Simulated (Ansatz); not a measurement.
## Ligand exchange: C4H9Br + GeH3(CH3) → C5H12 + GeH3Br

Species: C4H9Br (1-bromobutane) `CCCCBr`, singlet; GeH3(CH3), singlet; C5H12 (pentane) `CCCCC`, singlet; GeH3Br `[GeH3][Br]`, singlet. The partners trade Br for CH3: C–Br and Ge–CH3 bonds give way to C–CH3 and Ge–Br.

Shapes, held fixed at every level: PBE0-D4/def2-TZVP. Flexible molecules stand in one conformer, not always the lowest. Programs: Ansatz 0.2.0. Electronic energies: no zero-point or thermal term.

```
              level                   kind  ΔE (kJ/mol)  less CCSD(T)/def2-TZVPP
        HF/def2-SVP           Hartree–Fock       -117.6                    -27.4
   SPW92/def2-TZVPP                    LDA        -90.7                     -0.5
  PBE-D4/def2-TZVPP                    GGA        -90.6                     -0.4
B3LYP-D4/def2-TZVPP          global hybrid        -95.0                     -4.8
   CCSD(T)/def2-SVP  coupled cluster or CI       -107.9                    -17.7
      CCSD/def2-SVP  coupled cluster or CI       -110.2                    -20.0
    CCSD/def2-TZVPP  coupled cluster or CI        -93.4                     -3.2
 CCSD(T)/def2-TZVPP  coupled cluster or CI        -90.2                      0.0
```

The highest level, CCSD(T)/def2-TZVPP, gives ΔE = -90.2 kJ/mol; the levels span -117.6 to -90.2. The column of differences is taken from that level and isn't an error. No measured value is set beside it here. Relativity is left out for Br, Ge. Outer-core shells of Br, Ge are correlated, in sets that cover them unevenly.
